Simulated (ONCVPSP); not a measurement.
# Which change was made? (Ta, ONCV)

| Property | Result |
| --- | --- |
| Element | tantalum |
| Generator | ONCVPSP 4.0.1 |
| Type | optimised norm-conserving Vanderbilt (ONCV) |
| Functional | PBEsol |
| Relativity | scalar-relativistic |
| Frozen core | [Kr] 4d10 4f14 |
| Valence charge | 13 |
| Reference configuration | 5s2 5p6 5d3 6s2 |
| Partial waves | 5s+6s: rc 1.70 bohr, ncon 4, nbas 9, qcut 9.2 1/bohr, 2 projectors; 5p: rc 1.75 bohr, ncon 4, nbas 9, qcut 7.8 1/bohr, 2 projectors, debl 2.6 Ha; 5d: rc 2.90 bohr, ncon 5, nbas 9, qcut 6.3 1/bohr, 1 projector |
| Local potential | polynomial inside 1.50 bohr (lpopt 1, dvloc0 -1 Ha) |
| Core correction | Teter function, fcfact 2.25, rcfact 1.45 |

Cutoffs, loose and tight: the cutoffs (Ha) at which the residual kinetic energy of the hardest occupied pseudo-wave falls to 1 and 0.1 mHa per electron. They do not see the model core or the augmentation charge, which bear on the density cutoff. Test errors are all-electron minus pseudo excitation energies from the reference, over the configurations 5s2 5p6 5d3 6s1; 5s2 5p6 5d3 6s0; 5s2 5p6 5d2 6s0; 5s2 5p6 5d2 6s2 6p1; variants that change the core or the reference have their own tests.

The base gives: outcome: generated; cutoff, loose: 25 Ha; cutoff, tight: 30 Ha; bound ghosts: none; GHOST(+) flags above zero: s; largest test error (meV): -12.

(1) After one change the result is: outcome: failed: ERROR pspot: first pseudo wave function has node, program will stop. Which change was it?
A. d: rc 4.14
B. d: rc 3.38
C. d: rc 3.68

## Answers

(1) A. The others give: d: rc 3.68 → outcome: generated; cutoff, loose: 25 Ha; cutoff, tight: 30 Ha; bound ghosts: none; GHOST(+) flags above zero: s, d; largest test error (meV): +31 | d: rc 3.38 → outcome: generated; cutoff, loose: 25 Ha; cutoff, tight: 30 Ha; bound ghosts: none; GHOST(+) flags above zero: s; largest test error (meV): +18.
